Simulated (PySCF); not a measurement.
This PySCF input asks for the NMR shieldings of SMILES B1CC/C(=C\F)C[SiH2]1, C5H10BFSi; the geometry comes from GFN2-xTB.

```python
import basis_set_exchange as bse
import numpy as np
from pyscf import gto, dft
from pyscf.prop import nmr

atoms = """
F    -1.597031    2.394507   -1.032133
C    -0.313571    2.024031   -0.793201
C     0.001170    1.091964    0.093605
C    -1.044004    0.354371    0.881709
C    -1.411601   -0.992686    0.227153
B    -0.229919   -1.944273   -0.168705
Si    1.552846   -1.156411   -0.376843
C     1.407222    0.649819    0.284419
H     0.381668    2.579971   -1.402990
H    -1.941199    0.970571    0.969322
H    -0.664053    0.165608    1.888949
H    -1.921476   -0.774198   -0.722432
H    -2.173589   -1.480847    0.842225
H    -0.489126   -3.065491   -0.397236
H     1.999930   -1.039204   -1.778763
H     2.686156   -1.760427    0.348092
H     1.650476    0.667303    1.347071
H     2.097341    1.321709   -0.221898
"""
names = dict.fromkeys(["F", "C", "B", "Si", "H"], "pcSseg-1")
basis = {el: gto.basis.parse(bse.get_basis(n, elements=[el], fmt="nwchem")) for el, n in names.items()}
mol = gto.M(atom=atoms, basis=basis, charge=0, verbose=0)
mf = dft.RKS(mol, xc="PBE0")
mf.grids.level = 2
mf.grids.alignment = dft.numint.BLKSIZE   # the property module wants whole blocks of grid points
mf.conv_tol = 1e-9
mf.kernel()

calc = nmr.RKS(mf)   # GIAO
C = mf.mo_coeff
Co = C[:, mf.mo_occ > 0]
resp = mf.gen_response(singlet=True, hermi=2)
def vind(x):   # induced exchange potential for any number of trial vectors
    d = np.einsum("pi,xij,qj->xpq", C, 2 * x.reshape(-1, C.shape[1], Co.shape[1]), Co, optimize=True)
    return np.einsum("xpq,pi,qj->xij", resp(d - d.transpose(0, 2, 1)), C, Co, optimize=True).ravel()
mo1, _ = nmr.rhf.solve_mo1(calc, with_cphf=vind)
sigma = calc.kernel(mo1)
for i, s in enumerate(sigma):   # ppm
    w = np.linalg.eigvalsh((s + s.T) / 2)
    print("%2d %-2s iso %8.1f  s11 %8.1f  s22 %8.1f  s33 %8.1f" % (i, mol.atom_pure_symbol(i), w.mean(), *w))
```

Task: What are the results?

Result: 
```
 0 F  iso    310.1  s11    225.9  s22    309.6  s33    394.7
 1 C  iso     36.7  s11    -44.8  s22     69.2  s33     85.6
 2 C  iso     55.0  s11    -51.5  s22     57.8  s33    158.6
 3 C  iso    158.2  s11    141.9  s22    163.5  s33    169.1
 4 C  iso    140.0  s11    111.7  s22    134.8  s33    173.7
 5 B  iso    -14.4  s11   -124.7  s22    -55.5  s33    137.1
 6 Si iso    427.5  s11    379.8  s22    417.0  s33    485.8
 7 C  iso    172.2  s11    153.2  s22    168.2  s33    195.0
 8 H  iso     24.8  s11     21.5  s22     24.8  s33     28.2
 9 H  iso     28.3  s11     24.2  s22     27.5  s33     33.2
10 H  iso     30.0  s11     25.9  s22     28.9  s33     35.1
11 H  iso     30.0  s11     24.6  s22     30.0  s33     35.5
12 H  iso     28.7  s11     23.8  s22     27.4  s33     34.8
13 H  iso     21.5  s11     11.7  s22     25.7  s33     27.1
14 H  iso     27.6  s11     23.9  s22     26.4  s33     32.6
15 H  iso     27.4  s11     23.5  s22     25.5  s33     33.2
16 H  iso     30.1  s11     25.8  s22     28.4  s33     36.2
17 H  iso     29.9  s11     25.7  s22     28.5  s33     35.4
```

These numbers come from an equivalent density-fitted implementation of the same equations, which agrees with the script to about 0.01 ppm for H and up to a few tenths of a ppm for heavy atoms, so last digits may differ.

Size and cost of the density-fitted run: 193 basis functions, 58 s wall time on 1 thread of an Intel Xeon Platinum 8259CL, shared host; peak memory 0.86 GiB.
